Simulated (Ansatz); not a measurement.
Stepwise reaction of `[SH][GaH2]` with hydrogen sulfide, as a gas-phase model of exchange steps in deposition or etching. ΔE in kJ/mol; ΔG adds harmonic PBE0-D4 terms to CCSD(T)/CBS, at 1 bar.

Program: Ansatz. Geometries: PBE0-D4/def2-TZVP. ΔE: electronic, gas phase. CCSD(T)/CBS is the MP2 limit (def2-TZVPP, def2-QZVPP) plus CCSD(T) − MP2 in def2-TZVPP, frozen cores. This one scheme is used for every species. DFT in def2-TZVPP. B3LYP here is the variant with VWN-RPA as its local correlation; programs differ in this. For Ga outer-core shells are correlated without core-valence functions, which leaves a few kJ/mol of doubt a bond. Scalar relativity is left out up to krypton. Each species was taken in one conformer, which may not be the lowest.

```csv
step,reaction,PBE-D4,B3LYP-D4,ωB97M-V,CCSD(T)/CBS,ΔG(600 K)
1,`[SH][GaH2]` + H₂S → `[SH][GaH][SH]` + H₂,-77.5,-74.1,-71.1,-76.9,-60.4
2,`[SH][GaH][SH]` + H₂S → `[SH][Ga]([SH])[SH]` + H₂,-69.4,-67.3,-63.5,-69.2,-63.1
```

(1) By hand: ΔE of the 2 steps together at CCSD(T)/CBS.

Results:

(1) (-76.9) + (-69.2) = -146.1 kJ/mol, or -73.1 kJ/mol a step.

In ΔE each step is higher than the one before. All are downhill at CCSD(T)/CBS. ΔG lies between -63.1 and -60.4 kJ/mol a step. PBE-D4 differs from CCSD(T)/CBS by -0.6 to -0.2 kJ/mol a step. Isolated molecules leave out the surface, adducts and barriers. Largest T1 diagnostic: 0.013.
